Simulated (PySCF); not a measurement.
PySCF input (PBE/def2-SV(P)):

```python
import numpy as np, basis_set_exchange as bse
from pyscf import gto, scf, dft, df
from pyscf.prop.polarizability import rks as pol

basis = {'B': gto.basis.parse(bse.get_basis('def2-SV(P)', elements=['B'], fmt='nwchem')), 'F': gto.basis.parse(bse.get_basis('def2-SV(P)', elements=['F'], fmt='nwchem')), 'H': gto.basis.parse(bse.get_basis('def2-SV(P)', elements=['H'], fmt='nwchem')), 'N': gto.basis.parse(bse.get_basis('def2-SV(P)', elements=['N'], fmt='nwchem'))}
mol = gto.M(
    atom='''
    B     0.01827732   -0.01967071    0.02476731
    F     1.23929023   -0.49341957   -0.23190531
    F    -0.51025756   -0.29119197    1.21980641
    N    -0.67924097    0.73102389   -0.92042913
    H    -1.59871957    1.09644554   -0.74685486
    H    -0.29927426    0.94624460   -1.82508776
    ''',
    basis=basis,
    charge=0,
    verbose=4,
    max_memory=7359,
)
mf = dft.RKS(mol, xc='pbe')
mf.grids.level = 3
mf.conv_tol = 1e-9
mf.max_cycle = 100
print('smallest overlap eigenvalue', np.linalg.eigvalsh(mol.intor('int1e_ovlp'))[0])
mf.kernel()
dip = mf.dip_moment()
p = pol.Polarizability(mf)
p.max_cycle_cphf = 60
alpha = p.polarizability()
print('polarisability/bohr^3', alpha.trace() / 3)
```

Output:

```
PySCF version 2.14.0

[INPUT] verbose = 4
[INPUT] num. atoms = 6
[INPUT] num. electrons = 32
[INPUT] charge = 0
[INPUT] spin (= nelec alpha-beta = 2S) = 0
[INPUT] symmetry False subgroup None
[INPUT] Mole.unit = angstrom
[INPUT] Symbol           X                Y                Z      unit          X                Y                Z       unit  Magmom
[INPUT]  1 B      0.018277320000  -0.019670710000   0.024767310000 AA    0.034539129091  -0.037172254576   0.046803432742 Bohr   0.0
[INPUT]  2 F      1.239290230000  -0.493419570000  -0.231905310000 AA    2.341919123549  -0.932427851801  -0.438237522732 Bohr   0.0
[INPUT]  3 F     -0.510257560000  -0.291191970000   1.219806410000 AA   -0.964247041389  -0.550273072973   2.305100039889 Bohr   0.0
[INPUT]  4 N     -0.679240970000   0.731023890000  -0.920429130000 AA   -1.283579405884   1.381434942614  -1.739358972772 Bohr   0.0
[INPUT]  5 H     -1.598719570000   1.096445540000  -0.746854860000 AA   -3.021142137282   2.071981781101  -1.411351140200 Bohr   0.0
[INPUT]  6 H     -0.299274260000   0.946244600000  -1.825087760000 AA   -0.565546387532   1.788143140849  -3.448916019696 Bohr   0.0

nuclear repulsion = 112.483684331458
number of shells = 28
number of NR pGTOs = 104
number of NR cGTOs = 60
basis = {'B': [[0, [839.31830086, -0.0055929201074], [126.26464843, -0.041565520771], [28.620600763, -0.18299816983], [7.879372271, -0.46540391866], [2.4088857172, -0.44173884791]], [0, [0.25105109036, 1.0]], [0, [0.083648866069, 1.0]], [1, [6.0332223619, -0.035603672456], [1.2499157866, -0.19895775769], [0.3387167635, -0.50850202618]], [1, [0.096415632351, 1.0]], [2, [0.5, 1.0]]], 'F': [[0, [2894.832599, -0.0053408255515], [435.4193912, -0.039904258866], [98.843328866, -0.17912768038], [27.485198001, -0.46758090825], [8.5405498171, -0.4465313102]], [0, [1.0654578038, 1.0]], [0, [0.33247346748, 1.0]], [1, [22.696633924, -0.045212874436], [4.9872339257, -0.23754317067], [1.3491613954, -0.51287353587]], [1, [0.34829881977, 1.0]], [2, [1.4, 1.0]]], 'H': [[0, [13.010701, 0.019682158], [1.9622572, 0.13796524], [0.44453796, 0.47831935]], [0, [0.12194962, 1.0]]], 'N': [[0, [1712.8415853, -0.0053934125305], [257.64812677, -0.040221581118], [58.458245853, -0.1793114499], [16.198367905, -0.46376317823], [5.0052600809, -0.44171422662]], [0, [0.58731856571, 1.0]], [0, [0.18764592253, 1.0]], [1, [13.571470233, -0.040072398852], [2.9257372874, -0.21807045028], [0.79927750754, -0.51294466049]], [1, [0.21954348034, 1.0]], [2, [1.0, 1.0]]]}
ecp = {}
smallest overlap eigenvalue 0.017542115837793717

******** <class 'pyscf.dft.rks.RKS'> ********
method = RKS
initial guess = minao
damping factor = 0
level_shift factor = 0
DIIS = <class 'pyscf.scf.diis.CDIIS'>
diis_start_cycle = 1
diis_space = 8
diis_damp = 0
SCF conv_tol = 1e-09
SCF conv_tol_grad = None
SCF max_cycles = 100
direct_scf = True
direct_scf_tol = 1e-13
XC library pyscf.dft.libxc version 7.1.2
    S. Lehtola, C. Steigemann, M. J. T. Oliveira, and M. A. L. Marques,  SoftwareX 7, 1–5 (2018)
XC functionals = pbe
    J. P. Perdew, K. Burke, and M. Ernzerhof,  Phys. Rev. Lett. 77, 3865 (1996)
    J. P. Perdew, K. Burke, and M. Ernzerhof,  Phys. Rev. Lett. 78, 1396 (1997)
    J. P. Perdew, K. Burke, and M. Ernzerhof,  Phys. Rev. Lett. 77, 3865 (1996)
    J. P. Perdew, K. Burke, and M. Ernzerhof,  Phys. Rev. Lett. 78, 1396 (1997)
radial grids:
    Treutler-Ahlrichs [JCP 102, 346 (1995); DOI:10.1063/1.469408] (M4) radial grids

becke partition: Becke, JCP 88, 2547 (1988); DOI:10.1063/1.454033
pruning grids: <function nwchem_prune>
grids dens level: 3
symmetrized grids: False
atomic radii adjust function: <function treutler_atomic_radii_adjust>
small_rho_cutoff = 0
Set gradient conv threshold to 3.16228e-05
Initial guess from minao.
tot grids = 76088
init E= -280.436110911142
  HOMO = -0.332201861339912  LUMO = -0.0168760570668578  gap/eV = 8.58045
cycle= 1 E= -280.043856557628  delta_E= 0.392  |g|= 0.739  |ddm|=  2.6
  HOMO = -0.165255079601712  LUMO = 0.0444351085141466  gap/eV = 5.70596
cycle= 2 E= -279.879398972458  delta_E= 0.164  |g|= 1.24  |ddm|= 1.27
  HOMO = -0.242216746957225  LUMO = 0.0264855789849596  gap/eV = 7.31176
cycle= 3 E= -280.138591823363  delta_E= -0.259  |g|= 0.0726  |ddm|= 0.798
  HOMO = -0.252805613537654  LUMO = 0.024742043732755  gap/eV = 7.55246
cycle= 4 E= -280.139595334765  delta_E= -0.001  |g|= 0.0299  |ddm|= 0.0792
  HOMO = -0.248581165309926  LUMO = 0.0261797638871668  gap/eV = 7.47663
cycle= 5 E= -280.139741398479  delta_E= -0.000146  |g|= 0.0122  |ddm|= 0.0275
  HOMO = -0.249222936860548  LUMO = 0.0257798853168638  gap/eV = 7.48321
cycle= 6 E= -280.139776852412  delta_E= -3.55e-05  |g|= 0.000946  |ddm|= 0.0112
  HOMO = -0.249282524418167  LUMO = 0.0257158447372645  gap/eV = 7.48309
cycle= 7 E= -280.139776979307  delta_E= -1.27e-07  |g|= 0.000158  |ddm|= 0.000626
  HOMO = -0.249286402755641  LUMO = 0.0257136484927996  gap/eV = 7.48313
cycle= 8 E= -280.139776983763  delta_E= -4.46e-09  |g|= 9.69e-06  |ddm|= 0.000123
  HOMO = -0.249288060529844  LUMO = 0.0257126168201616  gap/eV = 7.48315
cycle= 9 E= -280.139776983784  delta_E= -2.13e-11  |g|= 8.3e-07  |ddm|= 8.86e-06
  HOMO = -0.249288207040989  LUMO = 0.0257125457797556  gap/eV = 7.48315
Extra cycle  E= -280.139776983784  delta_E= -3.41e-13  |g|= 1.11e-06  |ddm|= 1.53e-06
converged SCF energy = -280.139776983784
Dipole moment(X, Y, Z, Debye): -1.39847,  1.50508, -1.89503
Isotropic polarizability 17.7611549466
Polarizability anisotropy 3.79193968157
polarisability/bohr^3 17.76115494657495
```
